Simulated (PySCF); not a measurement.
Screening by computed properties: pick the candidate that meets the target.

All species are isolated and taken at one optimised geometry, non-relativistic unless stated; the electronic structure was computed with PySCF and density fitting.

The conformers computed, where there is a choice (atom-mapped SMILES and torsion angles):
- `[CH2:1]=[CH:2][CH2:3][PH:4][C:5]([F:6])=[C:7]([F:8])[F:9]`: C1–C2–C3–P4 -114°, C2–C3–P4–C5 171°, C3–P4–C5–F6 64°
- `[F:1][C:2]([F:3])=[C:4]([F:5])[PH:6][CH:7]1[CH2:8][CH2:9]1`: C2–C4–P6–C7 114°, C4–P6–C7–C8 -68°
- `[CH:1]#[C:2][Si@@H:3]([O:4][SiH3:5])[SiH2:6][OH:7]`: C2–Si3–O4–Si5 43°, C2–Si3–Si6–O7 73°, H–O7–Si6–Si3 59°
- `[F:1][C:2]([F:3])=[C:4]([F:5])[P:6]1[CH2:7][CH2:8][CH2:9]1`: C2–C4–P6–C7 -69°

Question: Wanted: HOMO–LUMO gap below 6.16 eV (B3LYP/def2-SVPD) and smallest rotational constant above 0.7 GHz (GFN2-xTB), at GFN2-xTB geometries. Which candidate meets both?
A. `C#C[Si@@H](O[SiH3])[SiH2]O`
B. `C=CCPC(F)=C(F)F`
C. `FC(F)=C(F)P1CCC1`
D. `FC(F)=C(F)PC1CC1`

Answer: C. Computed values:
```csv
species,HOMO–LUMO gap,smallest rotational constant
FC(F)=C(F)P1CCC1,5.87 eV,0.849 GHz
C#C[Si@@H](O[SiH3])[SiH2]O,6.10 eV,0.647 GHz
C=CCPC(F)=C(F)F,6.22 eV,0.585 GHz
FC(F)=C(F)PC1CC1,6.52 eV,0.760 GHz
```

Question: Wanted: lowest singlet excitation below 5.2 eV (TDDFT B3LYP/def2-SVPD) and electronic spatial extent ⟨r²⟩ about the centre of nuclear charge below 1700 bohr² (B3LYP/def2-SVPD), at GFN2-xTB geometries. Which candidate meets both?
A. `C=CCPC(F)=C(F)F`
B. `C#C[Si@@H](O[SiH3])[SiH2]O`
C. `FC(F)=C(F)PC1CC1`
D. `FC(F)=C(F)P1CCC1`

Answer: D. Computed values:
```
                   species  lowest singlet excitation  electronic spatial extent ⟨r²⟩ about the centre of nuclear charge
          FC(F)=C(F)P1CCC1                    4.95 eV                                                         1365 bohr²
C#C[Si@@H](O[SiH3])[SiH2]O                    5.11 eV                                                         1764 bohr²
           C=CCPC(F)=C(F)F                    5.39 eV                                                         1855 bohr²
          FC(F)=C(F)PC1CC1                    5.65 eV                                                         1540 bohr²
```
